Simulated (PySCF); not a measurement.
C3H4O2Si, SMILES [SiH2]1C=CC(O1)=O. Coordinates come from a PBE-D3(BJ)/def2-SVP optimisation. This is a generated structure with no PubChem entry under its InChIKey; it may be hypothetical.

Computed equilibrium geometry at PBE-D3(BJ)/def2-SVP (PySCF confirms it by a frequency run) as Cartesian coordinates in Å, and its point group:
point group Cs.
```xyz
10

O      0.3782     2.3047     0.0000
C      0.1170     1.1250     0.0000
C     -1.2668     0.5282     0.0000
C     -1.3486    -0.8228     0.0000
Si     0.4250    -1.4366     0.0000
O      1.0925     0.1483     0.0000
H     -2.1161     1.2300     0.0000
H     -2.3059    -1.3651     0.0000
H      0.8487    -2.1797    -1.2305
H      0.8487    -2.1797     1.2305
```
